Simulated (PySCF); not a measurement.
# Bond energies at PBE/def2-SVP beside a composite method

PySCF, lowest determinants of a PBE0 search. The composite is CCSD(T) extrapolated to the basis-set limit from two correlation-consistent sets, with core-valence (CV) and scalar-relativistic (SR) terms as its label shows; it has no spin–orbit coupling and nothing beyond (T).

| species | state (unpaired electrons) | De PBE (eV) | De composite (eV) | composite | dissociates to |
| --- | --- | --- | --- | --- | --- |
| InI | singlet (closed shell) | 3.74 | 3.61 | CCSD(T)/CBS(DT) | In + I |
| AlS | doublet (σ ↑) | 4.43 | 4.25 | CCSD(T)/CBS(TQ)+CV+SR | Al + S |
| SrF | doublet (σ ↑) | 5.80 | 5.51 | CCSD(T)/CBS(DT)+CV | Sr + F |
| CdF | doublet (σ ↑) | 2.58 | 2.54 | CCSD(T)/CBS(DT) | Cd + F |
| PH | triplet (π ↑↑) | 3.20 | 3.19 | CCSD(T)/CBS(TQ)+CV+SR | P + H |
| PbI | doublet (π ↑) | 3.13 | 2.88 | CCSD(T)/CBS(DT) | Pb + I |
| TlN | triplet (π ↑↑) | 1.86 | 1.54 | CCSD(T)/CBS(DT) | Tl + N |
| SeF | doublet (π ↑) | 3.83 | 3.44 | CCSD(T)/CBS(TQ)+CV | Se + F |

Task: Does PBE bind more or less than the composite, by how much on average, and where is the difference largest?

Result: PBE/def2-SVP binds more on average, method and basis taken together: the mean signed difference is +0.20 eV and the mean absolute one 0.20 eV; it is largest for SeF (+0.39 eV).

The molecules are drawn from runs that passed checks on state, spin purity and fit, so the hardest cases are missing and the errors look smaller than over all diatomics.

Correlated steps freeze the inner cores (5 to 15 orbitals); shallow outer-core shells are correlated. These are scalar-relativistic numbers at best; spin–orbit coupling would shift them, the dissociation energy most. Where the molecule has an RHF reference, its open-shell atoms are computed with UHF. The CCSD T1 diagnostic is raised in AlS, a sign that a single reference may not be enough there. States were picked by a PBE0 search and need not be the measured ground states.
